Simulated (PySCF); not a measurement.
## Potential energy of InSb along the bond

Set-up: PySCF, scalar-relativistic core potentials, basis sets In def2-TZVPPD with ECP28, Sb def2-TZVPPD with ECP28. Energies in eV from In + Sb in their ground configurations at the same level. State: ³Σ⁻ (triplet), unpaired electrons π ↑↑.

All columns are M06. A positive dipole means In(−)Sb(+).

```csv
R (Å),E (eV),μ (D),Mulliken charge on In (basis-dependent),HOMO (eV),LUMO (eV),Mayer bond order,⟨S²⟩
2.536,-1.448,-0.03,-0.08,-4.77,-4.02,1.12,2.00
2.654,-1.811,-0.52,-0.02,-4.81,-3.83,1.12,2.00
2.772,-2.013,-1.02,0.04,-4.82,-3.66,1.12,2.00
2.861,-2.088,-1.40,0.07,-4.81,-3.54,1.12,2.00
2.949,-2.114,-1.77,0.10,-4.79,-3.43,1.11,2.00
3.038,-2.103,-2.14,0.13,-4.76,-3.33,1.10,2.00
3.155,-2.047,-2.61,0.17,-4.71,-3.20,1.09,2.00
3.303,-1.932,-3.16,0.20,-4.63,-3.07,1.07,2.01
3.480,-1.757,-3.78,0.25,-4.53,-2.95,1.03,2.01
3.716,-1.500,-4.49,0.29,-4.38,-2.83,0.98,2.02
```

A fit through these points gives, at Re = 2.963 Å, μ = -1.83 D and dμ/dR = -4.15 D/Å; the reduced mass is 58.91 u.

Q: How strong is the fundamental in the double-harmonic approximation, I = 42.26·(dμ/dR)²/μred km/mol?

A: I = 42.26·(-4.15)²/58.91 = 12.4 km/mol at M06.

These are scalar-relativistic numbers at best; spin–orbit coupling would shift them, the dissociation energy most. The state was picked by a PBE0 search and need not be the measured ground state.
